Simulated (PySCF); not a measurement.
## Radial density of Cr⁻ (chromium, charge -1)

LC-wPBE, [Ar] 3d5 4s2, high-spin 6S determinant. All numbers are calculated (PySCF 2.14, the spin-free X2C one-electron Hamiltonian (Gaussian nucleus), in aug-cc-pwCVTZ-DK).

```tsv
r (bohr)	4πr²ρ (e/bohr)	4πr²(ρα − ρβ)
0.000867	0.1250	0.0000
0.00146	0.3198	0.0000
0.00245	0.8045	0.0001
0.00413	1.969	0.0002
0.00694	4.604	0.0004
0.0117	9.918	0.0009
0.0196	18.51	0.0014
0.0330	27.11	0.0008
0.0556	27.51	-0.0038
0.0935	21.88	-0.0083
0.157	28.26	0.0540
0.264	27.48	0.4836
0.445	11.03	1.8088
0.748	13.35	3.2691
1.26	7.217	2.6253
2.12	1.634	1.1423
3.56	0.6333	0.2942
5.99	0.2168	-0.0340
10.1	0.03989	-0.0300
16.9	0.0008037	-0.0007
```

Densities and radii are taken from the X2C orbitals without a picture-change correction, which distorts them close to the nucleus.

⟨S²⟩ = 8.89 against 8.75 shows spin contamination.

**Question.** Where is the radial spin density 4πr²(ρα − ρβ) most negative, and why is it negative at all?

**Answer.** Around r = 5.99 bohr, down to -0.0340 e/bohr: exchange with the open shell polarises the paired shells in an unrestricted calculation.
